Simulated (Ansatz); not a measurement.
```yaml
crystal:
  periodic: [false, false, false]
  atoms:
    - {symbol: C, position_ang: [-0.983421, 1.997977, -0.129746]}
    - {symbol: B, position_ang: [-0.380552, 0.939346, 0.827036]}
    - {symbol: Sn, position_ang: [1.232203, -0.494627, 0.205719]}
    - {symbol: Ga, position_ang: [0.150877, -2.748807, -0.584494]}
    - {symbol: H, position_ang: [-2.051873, 2.172875, 0.029172]}
    - {symbol: H, position_ang: [-0.777791, 1.871470, -1.193235]}
    - {symbol: H, position_ang: [-0.492328, 2.938105, 0.177508]}
    - {symbol: H, position_ang: [-0.780179, 0.872875, 1.955472]}
    - {symbol: H, position_ang: [2.145443, 0.140988, -1.101906]}
    - {symbol: H, position_ang: [2.341003, -0.822493, 1.469912]}
    - {symbol: H, position_ang: [-0.001825, -3.970571, 0.397142]}
    - {symbol: H, position_ang: [-0.401537, -2.897149, -2.052588]}
basis:
  gaussian: {orbitals: def2-mTZVPP}
total_charge: -1
magnetization: {spin_polarized: true, initial_magnetization: 5}
hamiltonian: {xc: {name: wB97X}}
```

```sh
$ ansatz run in.yaml --threads 2 --pin off --events-out ev --progress --plain --max-ram 32768MiB --backend cpu
```

Output, abridged:

```
Functional definition: wB97X
1497 factors; integrals over basis functions are off by at most 1.3e-3 eV
355 factors; integrals over basis functions are off by at most 6.9e-6 eV
mean field evaluation 1: about -60043.5845 eV, gradient 2.1e1 eV
mean field evaluation 2: about -60044.9557 eV, gradient 1.8e1 eV
mean field evaluation 4: about -60045.8264 eV, gradient 1.7e0 eV
mean field evaluation 8: about -60045.9367 eV, gradient 2.3e-1 eV
mean field evaluation 16: about -60045.9404 eV, gradient 1.5e-2 eV
mean field evaluation 32: about -60045.9406 eV, gradient 1.0e-3 eV
mean field -60045.94062277 eV, -2206.6476172865 hartree, gradient 1.2e-5 eV, S^2 8.762884; 6 other end points of the search recorded, 0 dependent functions left out
reference -60045.94060220 eV, -2206.6476165304 hartree; 39, 34 occupied and 111, 116 virtual orbitals, 1497 factors
Total energy: -60045.94060220 eV, -2206.6476165304 hartree
```

Q: What is wrong with this run?

A: The spin is set far too high for this molecule. The run converged. The result belongs to that input, not to the molecule as meant.
